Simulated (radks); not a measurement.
The numbers below are computed, except where a source is named.
Problem. These are the eigenvalues of the occupied orbitals of an atom or ion with whole-number occupations (eV). Code: a radial shooting solver on a logarithmic mesh with Libxc functionals. Model: scalar-relativistic Kohn-Sham, SCAN, spin-polarised, spherical densities, finite nucleus; meta-GGA in the generalised Kohn-Sham scheme; Fermi nuclear charge, rms radius of each element as measured or else 0.836 A^(1/3) + 0.57 fm.

orbital  eigenvalue
1s up     -23106.46
1s down   -23106.46
2s up     -3382.604
2s down   -3382.046
2p up     -3030.255
2p down   -3029.813
3s up     -627.7163
3s down   -627.4965
3p up     -510.8109
3p down   -510.5165
3d up     -324.8891
3d down   -324.3468
4s up     -107.1636
4s down   -104.3795
4p up      -74.1153
4p down    -71.1688
4d up      -27.0097
4d down    -24.1393

Which element is it, and in what charge state? The configuration may be excited. Open shells, if any, are filled with parallel spins first.

Solution. Z = 45, rhodium, charge +2: Rh2+ in [Kr] 4d7. The list shows which subshells hold electrons but not how many an open one holds; the 1s level, -849.15 hartree, gives Z - s = 41.2 by -(Z - s)^2/2, which with screening and relativity narrows Z to a few neighbours, and the depths of the outer levels then fix element, charge and occupations together.
